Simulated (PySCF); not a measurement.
## Energy of Zn²⁺ (zinc, charge +2) between two integer charges

The 3d beta orbital of [Ar] 3d10 is emptied in steps (occupation f), with all orbitals relaxed, ending at [Ar] 3d9. Computed with PySCF 2.14 in aug-pcseg-2 (7s5p4d3f2g, 81 functions), with no relativity, point nucleus. The exact energy is a straight line in f; departures are measured from the line between the end points of the same method.

| f | r2SCAN0 (eV) |
| --- | --- |
| 1 | 0.000 |
| 0.75 | -1.019 |
| 0.5 | -1.361 |
| 0.25 | -1.022 |
| 0 | 0.000 |

```json
{"method": "r2SCAN0", "E(f=0) − E(f=1) (eV)": "39.544", "−ε at f=1 (eV)": "34.130", "−ε at f=0.5 (eV)": "39.539"}
```

Orbital energy along the path (eV):

```json
{"f": "1", "r2SCAN0": "-34.130"}
{"f": "0.75", "r2SCAN0": "-36.815"}
{"f": "0.5", "r2SCAN0": "-39.539"}
{"f": "0.25", "r2SCAN0": "-42.266"}
{"f": "0", "r2SCAN0": "-44.998"}
```

Reference removal energy between the ground levels: 39.723 eV (measured; NIST Atomic Spectra Database, ionization energies). The calculation has no spin-orbit coupling.
